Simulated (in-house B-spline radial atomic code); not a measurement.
## Pd⁴⁺: 1s1 2s2 2p6 3s2 3p6 3d10 4s2 (4p1/2)1 (4p3/2)4 4d8 (with a hole in an inner shell)

All numbers are computed (Dirac-Kohn-Sham PBE, spherical fractional occupations; Fermi nucleus of rms radius 4.5318 fm) with a radial B-spline atomic code at the basis-set limit, not measured.

Screening seen three ways: the hydrogenic charge with the same mean radius, Z_r = [3n² - l(l+1)]/(2<r>), the one with the same energy, Z_e = n√(-2ε), and Slater's rules. Values are occupation-weighted means over j. An effective charge above Z reflects the relativistic contraction of the inner shells.

```json
{"shell": "1s", "electrons": "1", "ε (eV)": "-24806", "<r> (bohr)": "0.03163", "Z_r": "47.43", "Z_e": "42.70", "Slater": "46.00"}
{"shell": "2s", "electrons": "2", "ε (eV)": "-3737.1", "<r> (bohr)": "0.1358", "Z_r": "44.18", "Z_e": "33.15", "Slater": "42.70"}
{"shell": "2p", "electrons": "6", "ε (eV)": "-3400.7", "<r> (bohr)": "0.1178", "Z_r": "42.45", "Z_e": "31.62", "Slater": "42.70"}
{"shell": "3s", "electrons": "2", "ε (eV)": "-734.95", "<r> (bohr)": "0.3708", "Z_r": "36.41", "Z_e": "22.05", "Slater": "35.75"}
{"shell": "3p", "electrons": "6", "ε (eV)": "-617.5", "<r> (bohr)": "0.3676", "Z_r": "34.00", "Z_e": "20.21", "Slater": "35.75"}
{"shell": "3d", "electrons": "10", "ε (eV)": "-420.06", "<r> (bohr)": "0.3452", "Z_r": "30.42", "Z_e": "16.67", "Slater": "25.85"}
{"shell": "4s", "electrons": "2", "ε (eV)": "-151.03", "<r> (bohr)": "0.9042", "Z_r": "26.54", "Z_e": "13.33", "Slater": "19.60"}
{"shell": "4p", "electrons": "5", "ε (eV)": "-114.73", "<r> (bohr)": "0.9769", "Z_r": "23.54", "Z_e": "11.62", "Slater": "19.60"}
{"shell": "4d", "electrons": "8", "ε (eV)": "-61.141", "<r> (bohr)": "1.186", "Z_r": "17.70", "Z_e": "8.48", "Slater": "9.55"}
```

The least bound orbital is 4d5/2 at -60.84 eV, and it is also the most diffuse (<r> = 1.191 bohr). The part-filled 1s shell lies below the filled 4s shell in orbital energy.

For the 1s electron the small component carries 2.87 % of the norm, the zero-frequency Breit interaction raises the level by 35.38 eV, self-energy by 29.22 eV, and vacuum polarisation lowers it by 3.609 eV.
